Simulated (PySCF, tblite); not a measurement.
Isomers of C5H9OP, one GFN2-xTB conformer each. Single-point energies are computed at PBE0/pcSseg-1 (PySCF, gas phase, no added dispersion term), electronic only.

| SMILES | GFN2-xTB relative energy (kcal/mol) |
| --- | --- |
| CC#C[P@H](=O)CC | 29.2 |
| C=CP(C)(=O)C=C | 35.0 |
| CO/C=P/C1CC1 | 62.2 |
| CCCCP=C=O | 49.3 |
| CP1(=O)CC=CC1 | 0.0 |
| C[P@]1(=O)C=CCC1 | 2.0 |
| C#CC[P@H](=O)CC | 33.6 |
| COC1=C(C)P1C | 69.6 |
| C/C=C\P1(=O)CC1 | 41.4 |

Conformers: `[CH3:1][C:2]#[C:3][P@H:4](=[O:5])[CH2:6][CH3:7]` with C3–P4–C6–C7 -55°; `[CH2:1]=[CH:2][P:3]([CH3:4])(=[O:5])[CH:6]=[CH2:7]` with C1–C2–P3–C4 128°, C2–P3–C6–C7 123°; `[CH3:1][O:2]/[CH:3]=[P:4]/[CH:5]1[CH2:6][CH2:7]1` with C1–O2–C3–P4 0°, C3–P4–C5–C6 37°; `[CH3:1][CH2:2][CH2:3][CH2:4][P:5]=[C:6]=[O:7]` with C1–C2–C3–C4 68°, C2–C3–C4–P5 172°, C3–C4–P5–C6 72°; `[CH3:1][P:2]1(=[O:3])[CH2:4][CH:5]=[CH:6][CH2:7]1` with C1–P2–C4–C5 86°, P2–C4–C5–C6 16°, C5–C6–C7–P2 -16°, C1–P2–C7–C6 -86°; `[CH3:1][P@:2]1(=[O:3])[CH:4]=[CH:5][CH2:6][CH2:7]1` with C1–P2–C4–C5 -98°, C4–C5–C6–C7 -16°, C5–C6–C7–P2 21°, C1–P2–C7–C6 90°; `[CH:1]#[C:2][CH2:3][P@H:4](=[O:5])[CH2:6][CH3:7]` with C2–C3–P4–O5 -177°, C3–P4–C6–C7 -174°; `[CH3:1][O:2][C:3]1=[C:4]([CH3:5])[P:6]1[CH3:7]` with C1–O2–C3–C4 -173°; `[CH3:1]/[CH:2]=[CH:3]\[P:4]1(=[O:5])[CH2:6][CH2:7]1` with C2–C3–P4–O5 -66°.

**Question.** What does PBE0/pcSseg-1 give for the same structures?

**Answer.** 
```csv
SMILES,PBE0/pcSseg-1 E (Eh),PBE0/pcSseg-1 (kcal/mol),GFN2-xTB (kcal/mol),point group
CP1(=O)CC=CC1,-612.04589,0.0,0.0,Cs
C[P@]1(=O)C=CCC1,-612.04433,1.0,2.0,C1
CCCCP=C=O,-612.00768,24.0,49.3,C1
C=CP(C)(=O)C=C,-612.00545,25.4,35.0,Cs
C/C=C\P1(=O)CC1,-611.98458,38.5,41.4,C1
CC#C[P@H](=O)CC,-611.98385,38.9,29.2,C1
C#CC[P@H](=O)CC,-611.97576,44.0,33.6,C1
CO/C=P/C1CC1,-611.95476,57.2,62.2,Cs
COC1=C(C)P1C,-611.95190,59.0,69.6,C1
```

Both levels put the same isomer lowest; measured from each level's own lowest isomer, the values differ by up to 25.3 kcal/mol (CCCCP=C=O: 49.3 against 24.0). As drawn, the lowest has a P=O bond, which the highest lacks; the highest has a three-membered ring, which the lowest lacks. Neighbours under 2.5 kcal/mol apart (CP1(=O)CC=CC1 and C[P@]1(=O)C=CCC1; CCCCP=C=O and C=CP(C)(=O)C=C; C/C=C\P1(=O)CC1 and CC#C[P@H](=O)CC; CO/C=P/C1CC1 and COC1=C(C)P1C) can change places with a better method, another conformer or zero-point energy.

**Question.** Which frontier levels, dipoles and rotational constants go with these structures?

**Answer.** 
```tsv
SMILES	HOMO (eV, PBE0/pcSseg-1)	LUMO (eV)	dipole (D)	A, B, C (MHz)
CP1(=O)CC=CC1	-7.48	0.03	4.01	3534, 1907, 1869
C[P@]1(=O)C=CCC1	-7.42	-0.48	4.61	3566, 1864, 1824
CCCCP=C=O	-6.54	-1.80	2.28	3808, 1036, 891.9
C=CP(C)(=O)C=C	-7.72	-0.88	3.55	2817, 1801, 1546
C/C=C\P1(=O)CC1	-6.94	-0.78	4.06	3785, 1604, 1475
CC#C[P@H](=O)CC	-7.58	-0.11	4.88	2961, 1313, 963.3
C#CC[P@H](=O)CC	-7.60	0.61	3.47	3356, 1462, 1088
CO/C=P/C1CC1	-6.20	-0.85	0.33	5753, 1173, 1062
COC1=C(C)P1C	-5.93	0.65	1.13	2555, 1795, 1223
```

**Question.** What happens when harmonic zero-point energies from GFN2-xTB frequencies are added?

**Answer.** 
```
          SMILES  ZPE (kcal/mol)  electronic (kcal/mol)  with ZPE (kcal/mol)
   CP1(=O)CC=CC1            79.9                    0.0                  0.0
C[P@]1(=O)C=CCC1            80.4                    1.0                  1.5
       CCCCP=C=O            81.5                   24.0                 25.6
  C=CP(C)(=O)C=C            77.9                   25.4                 23.4
 C/C=C\P1(=O)CC1            79.4                   38.5                 38.0
 CC#C[P@H](=O)CC            78.3                   38.9                 37.3
 C#CC[P@H](=O)CC            77.6                   44.0                 41.7
    CO/C=P/C1CC1            80.8                   57.2                 58.1
    COC1=C(C)P1C            78.7                   59.0                 57.8
```

The zero-point energies span 3.9 kcal/mol. The lowest isomer stays, but the order above it changes.

**Question.** As an exercise, what shares would exp(−E/RT) give at 1000 K from these electronic energies alone (no entropy, no degeneracies)?

**Answer.** RT = 1.987 kcal/mol: CP1(=O)CC=CC1 62.1 %, C[P@]1(=O)C=CCC1 37.9 %, CCCCP=C=O under 0.1 %, C=CP(C)(=O)C=C under 0.1 %, C/C=C\P1(=O)CC1 under 0.1 %, CC#C[P@H](=O)CC under 0.1 %, C#CC[P@H](=O)CC under 0.1 %, CO/C=P/C1CC1 under 0.1 %, COC1=C(C)P1C under 0.1 %.
